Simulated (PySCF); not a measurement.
## Ti: excitation energy

Ti [Ar] 3d2 4s2 (3F) → Ti [Ar] 3d4 (5D), as a difference of total energies. Calculation: PySCF 2.14, in x2c-TZVPPall; scalar relativity by spin-free X2C-1e. Correlated levels: valence: [Ar] frozen. The calculations carry no spin-orbit coupling.

```csv
method,excitation energy (cm⁻¹)
UHF,36858
MP2 (valence),32549
SCS-MP2 (valence),41021
CCSD (valence),33234
CCSD(T) (valence),32771
```

A first-order spin-orbit estimate (lowest level to lowest level, LS coupling) adds 0.014 eV.

The coupled-cluster amplitudes are large for the upper state (T1 above 0.03 or a double amplitude above 0.15), so a single reference is strained.
